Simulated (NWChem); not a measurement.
Molecule: CF$_{3}$, doublet; SMILES F[C](F)F

Program: NWChem. Pople sets run with spherical d functions. Spin-unrestricted. In the optimisation the excess spin sits in a (C3, its own frame). Geometry: optimised at PBE0/def2-SVP, spin-unrestricted. No stability test was run on the SCF state. Solvent water, SMD (1 M gas to 1 M solution), gas-phase geometry. Reactions with the solvent are ignored.

```csv
level,basis functions,solvation free energy (kcal/mol),cavity-dispersion-structure term (kcal/mol),dipole in solution (D),relative time
PBE0/STO-3G,20,4.2,4.6,0.17,1
PBE0/3-21G,36,3.5,4.6,0.23,1
PBE0/6-31G*,56,4.0,4.6,0.25,2
PBE0/6-31+G*,72,3.7,4.6,0.41,4
PBE0/6-311G**,72,3.8,4.6,0.29,3
PBE0/6-311++G**,88,3.5,4.6,0.39,5
```

The last column is a rough cost ratio, cheapest run = 1.
